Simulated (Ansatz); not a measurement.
The cluster Al₄P₄, relaxed as a triplet with UKS PBE-D4/def2-SVP in Ansatz, starting from the PBE-D4/def2-SVP geometry of the neutral singlet. Force threshold 0.03 eV/Å.

The relaxation made no stability test and no search for a lower SCF solution. At PBE-D4/def2-SVP a singlet of charge 0 lies 0.73 eV below the triplet, each at its own geometry. The structure comes from a short search, and lower isomers may exist.

Start:

```xyz
8

Al    0.440   -1.625   -1.100
Al    1.054    1.147   -1.271
Al   -1.054   -1.146    1.271
Al   -0.440    1.625    1.100
P     0.715   -0.337   -2.892
P     1.395    2.630    0.349
P    -2.274    0.619    1.852
P     0.165   -2.912    0.691
```

Question: Estimate the energy that the relaxation releases and the steps that it takes.

Answer: 23.8 kcal/mol, in 15 steps; 71 s on 4 threads of Arm Neoverse N1 on a shared host. The force fell under the threshold at step 7, but the optimiser went on and released 0.019 eV more. No frequencies were taken in this run, so the end may be a saddle point.

Question: Does the start keep its bonding and symmetry?

Answer: By distances, no bond broke or formed. The bond that changes most is Al3–P7, from 2.22 to 2.26 Å (atoms count from 1). Point group D2d at the start, D2h at the end, both within 0.05 Å.

Question: Predict the relaxed structure.

Answer: 
```csv
atom,x (Å),y (Å),z (Å)
Al1,0.488,-1.802,-1.221
Al2,0.854,0.928,-1.028
Al3,-0.853,-0.928,1.029
Al4,-0.488,1.802,1.221
P5,1.647,-0.491,-2.605
P6,0.692,3.036,-0.216
P7,-1.647,0.491,2.605
P8,-0.693,-3.036,0.215
```
Bond lengths (bridged metal pairs left out): 8 × Al–P 2.23 to 2.26 Å.
